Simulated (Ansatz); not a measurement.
The cluster Mg3N2⁻ (the lowest doublet isomer of a short search) was relaxed with B3LYP-D4 (def2-SVPD) in Ansatz in these states: charge -1 doublet, charge -1 quartet. The geometries follow in no particular order.

A:

```xyz
5

Mg   -2.1844   -0.9684    0.8478
Mg   -0.1659    1.2780    0.9184
Mg    2.1971    0.8699   -0.9186
N     0.6075   -0.3670   -0.6378
N    -0.4544   -0.8125   -0.2097
```

B:

```xyz
5

Mg    2.4756    1.0841    0.4766
Mg   -2.5193    0.9927   -1.4256
Mg    0.5819   -2.3293    1.2710
N    -0.5542   -0.3737   -0.0479
N     0.0160    0.6262   -0.2741
```

Question: Judge from the bond lengths which geometry belongs to which state (an estimate).

Answer: A is the charge -1 quartet (N4–N5 1.229 Å); B is the charge -1 doublet (N4–N5 1.173 Å).

At PBE0-D4/def2-TZVPD a doublet lies 0.22 eV below the charge -1 quartet. These are the stationary points nearest to one start from a short search; other shapes may lie lower in each state.
